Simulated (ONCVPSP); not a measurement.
## An all-electron radial function and its pseudo partner (Be)

Columns: radius, all-electron u(r) and pseudo u(r) of the 1s shell (level -124.71 eV) of beryllium in the configuration 1s2 2s0.5; PBE, scalar-relativistic, ONCV scheme, ONCVPSP 4.0.1.

| r (bohr) | all-electron | pseudo |
| --- | --- | --- |
| 0.032 | 0.4143 | 0.2726 |
| 0.065 | 0.7378 | 0.5418 |
| 0.098 | 0.9765 | 0.7882 |
| 0.130 | 1.1426 | 0.9961 |
| 0.162 | 1.2573 | 1.1672 |
| 0.195 | 1.3329 | 1.3015 |
| 0.228 | 1.3740 | 1.3924 |
| 0.260 | 1.3880 | 1.4412 |
| 0.292 | 1.3823 | 1.4559 |
| 0.325 | 1.3605 | 1.4414 |
| 0.358 | 1.3265 | 1.4034 |
| 0.390 | 1.2849 | 1.3504 |
| 0.422 | 1.2372 | 1.2874 |
| 0.455 | 1.1835 | 1.2174 |
| 0.488 | 1.1271 | 1.1467 |
| 0.520 | 1.0710 | 1.0804 |
| 0.552 | 1.0144 | 1.0178 |
| 0.585 | 0.9564 | 0.9570 |
| 0.618 | 0.8993 | 0.8993 |
| 0.650 | 0.8455 | 0.8454 |
| 0.682 | 0.7933 | 0.7932 |
| 0.715 | 0.7415 | 0.7414 |
| 0.748 | 0.6919 | 0.6919 |
| 0.780 | 0.6462 | 0.6461 |
| 0.812 | 0.6026 | 0.6025 |
| 0.845 | 0.5601 | 0.5600 |

Task: How many radial nodes do the two functions have?

Result: The all-electron 1s function has n − l − 1 = 0; the pseudo-wave has 0.

Task: At about which radius was the pseudo-wave matched?

Result: 0.65 bohr, where the columns begin to agree (steps of 0.03 bohr).

Task: Where does each function peak?

Result: Outermost all-electron maximum near 0.26 bohr, pseudo maximum near 0.29 bohr (to the table’s step).

Task: Is the pseudo-wave norm-conserving?

Result: Yes: the ONCV scheme keeps the norm inside the radius equal to the all-electron one, which fixes the energy derivative of the logarithmic derivative at the level.
